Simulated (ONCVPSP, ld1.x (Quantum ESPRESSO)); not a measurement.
Potentials for technetium compared

Generated with ld1.x 7.5 (TM, RRKJ, ultrasoft, PAW), atompaw 4.2 or ONCVPSP 4.0.1. The cutoff is in Ry: for ld1.x and atompaw files where the sum of valence levels is converged to 10 mRy in a Bessel basis, for ONCV files where the hardest occupied wave has 1 mHa per electron of residual kinetic energy. The error is the largest all-electron minus pseudo excitation energy over each file’s own four to seven test configurations (ionisations up to +4, promotions, holes and added fractions of an electron), all of which were solved. The labels leave out finer settings (local radius, basis sizes, second energies), which also bear on the numbers. Spin-polarised tests are not counted. The rows are a selection from randomly drawn settings: files with unsolved tests, undetermined cutoffs or missed reference levels are left out.

A true bound ghost makes a file unfit for plane-wave use even where its test errors are small: the radial tests pick states by their node count and pass the ghost by.

| potential | cutoff (Ry) | largest error (meV) | bound ghosts |
| --- | --- | --- | --- |
| ONCV, PW91, scalar-relativistic, rc 1.55/1.70/2.20 (spd), local smoothed, core correction no, reference 4s2 4p6 4d5 5s2, qcut 6.1/8.2/6.7, projectors 3/2/1 | 33 | +45 | none |
| TM, PBE, non-relativistic, rc 2.15/1.30/2.10 (spd), local d, core correction yes, reference 4p6 4d5 5s0 5p0 | 80 | -102 | s |
| ONCV, PBEsol, scalar-relativistic, rc 3.00/2.40/2.15 (spd), local smoothed, core correction yes, reference 4d5 5s2, qcut 2.2/3.5/6.5, projectors 2/2/2 | 32 | -631 | none |

(1) Fill in the row for Tc: TM, Wu–Cohen, scalar-relativistic, rc 1.15/1.35/1.75 (spd), local d, core correction yes, reference 4s2 4p6 4d4 5s0 5p0.

(2) Fill in the row for Tc: TM, PBE, scalar-relativistic, rc 2.35/3.00/1.50 (spd), local s, core correction no, reference 4d5 5s2 5p0.

Answers

(1) cutoff 110 Ry, largest error -47 meV, bound ghosts: none.

(2) cutoff 50 Ry, largest error -252 meV, bound ghosts: none.
